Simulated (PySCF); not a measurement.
**Basis set benchmark on one molecule**

Molecule: SMILES s1c(C(=O)F)ccc1, C5H3FOS.

Molfile (atoms numbered from 1):
```
C5H3FOS
     RDKit          3D

 11 11  0  0  0  0  0  0  0  0999 V2000
    2.7938    1.1951    0.5244 O   0  0  0  0  0  0  0  0  0  0  0  0
    2.1217    0.2530    0.2602 C   0  0  0  0  0  0  0  0  0  0  0  0
    2.6710   -0.9548    0.0555 F   0  0  0  0  0  0  0  0  0  0  0  0
    0.6727    0.2062    0.1109 C   0  0  0  0  0  0  0  0  0  0  0  0
   -0.1271   -0.8724   -0.2072 C   0  0  0  0  0  0  0  0  0  0  0  0
   -1.4962   -0.5244   -0.2672 C   0  0  0  0  0  0  0  0  0  0  0  0
   -1.7040    0.8079    0.0078 C   0  0  0  0  0  0  0  0  0  0  0  0
   -0.2523    1.6456    0.3332 S   0  0  0  0  0  0  0  0  0  0  0  0
    0.2765   -1.8688   -0.3870 H   0  0  0  0  0  0  0  0  0  0  0  0
   -2.3000   -1.2224   -0.5027 H   0  0  0  0  0  0  0  0  0  0  0  0
   -2.6546    1.3405    0.0316 H   0  0  0  0  0  0  0  0  0  0  0  0
  1  2  2  0
  2  3  1  0
  2  4  1  0
  4  5  2  0
  5  6  1  0
  6  7  2  0
  7  8  1  0
  8  4  1  0
  5  9  1  0
  6 10  1  0
  7 11  1  0
M  END
```

Geometry PBE0-D3(BJ)/def2-SVP throughout; GIAO in PySCF 2.14.0 with density-fitted response routines, gas phase, one conformer, non-relativistic; equivalent atoms averaged; functional PBE0.

Reference values (measured; solution, CDCl3; Marie Gonay, Chloé Batisse, Jean-François Paquin, Synthesis of Acyl Fluorides from Carboxylic Acids Using NaF-Assisted Deoxofluorination with XtalFluor-E, J. Org. Chem. 2020, 85, 10253−10260): δ(F3) = 24.3 ppm vs CFCl3. Computed shifts are taken against CFCl3, calculated as an isolated molecule at each level.

**Question.** How do the basis sets STO-3G, 6-31G, 6-31G*, pcSseg-1, 6-311+G(2d,p) perform against the reference? Times are CPU seconds on 1 thread of an AMD EPYC 7R13, shared host.

**Answer.** 
| basis set | functions | F3 | abs. error F | core-s |
| --- | --- | --- | --- | --- |
| STO-3G | 47 | 85.8 | 61.5 | 5.3 |
| 6-31G | 82 | 13.9 | 10.4 | 10 |
| 6-31G* | 122 | 16.0 | 8.3 | 14 |
| pcSseg-1 | 158 | 18.4 | 5.9 | 16 |
| 6-311+G(2d,p) | 242 | 12.6 | 11.7 | 36 |

For 19F the closest is pcSseg-1 (5.9 ppm) and the furthest STO-3G (61.5 ppm). Where a smaller basis beats a larger one, errors probably cancel. One molecule is a small sample, and vibrational and solvent effects are absent from the calculation.

A small basis that lands close on one nucleus may do so by chance; judge by the trend and by all nuclei.
